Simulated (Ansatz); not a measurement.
`[CH3][V]([CH3])(=[O])[OH]` + NH₃ → `[CH3][V]([NH2])(=[O])[OH]` + CH₄ at 500 K and 1 bar (ligand exchange at a V–C bond).

Computed with Ansatz on PBE0-D4/def2-TZVP structures; ΔE is electronic, products minus reactants. CCSD(T)/CBS is the MP2 limit (def2-TZVPP, def2-QZVPP) plus CCSD(T) − MP2 in def2-TZVPP, frozen cores. This one scheme is used for every species. For V outer-core shells are correlated without core-valence functions, which leaves a few kJ/mol of doubt a bond. Scalar relativity is left out up to krypton. One conformer a species, not always the lowest.

| species | CCSD(T)/CBS energy (Eh) | H − E (kJ/mol) | S (J/(mol·K)) |
| --- | --- | --- | --- |
| `[CH3][V]([CH3])(=[O])[OH]` | -1174.17116 | 283.8 | 452.8 |
| NH₃ | -56.50880 | 108.2 | 211.8 |
| `[CH3][V]([NH2])(=[O])[OH]` | -1190.26633 | 258.3 | 427.3 |
| CH₄ | -40.46206 | 135.6 | 206.8 |

H − E and S are ideal-gas, rigid-rotor, harmonic terms from PBE0-D4/def2-TZVP, for one conformer and one mirror image of each species. 1 Eh = 2625.50 kJ/mol, R = 8.31446 J/(mol·K).

**Question.** By hand: ΔE, ΔH, ΔS and ΔG.

**Answer.** ΔE = (-1190.26633) + (-40.46206) − (-1174.17116) − (-56.50880) = -0.04843 Eh = -127.2 kJ/mol. Δ(H − E) = 258.3 + 135.6 − 283.8 − 108.2 = 1.9, so ΔH = -125.3 kJ/mol. ΔS = 427.3 + 206.8 − 452.8 − 211.8 = -30.5 J/(mol·K). ΔG = -125.3 − 500 × (-30.5)/1000 = -110.0 kJ/mol.

**Question.** By hand: the equilibrium constant, and the temperature at which ΔG would vanish if ΔH and ΔS stayed fixed.

**Answer.** log₁₀ K = −ΔG/(RT ln 10) = 11.5. ΔG = 0 at ΔH/ΔS = 4108 K, far beyond where these terms or the molecules hold.

ΔH outweighs TΔS. A doubt of 5 kJ/mol in ΔE shifts log₁₀ K by 0.5 here. Other conformers and mirror images would add mixing entropy, several J/(mol·K) or more a flexible species. These are equilibria of isolated gas molecules and say nothing of rates. Largest T1 diagnostic: 0.032 (customary marks: 0.02 for closed shells, 0.045 for open ones).
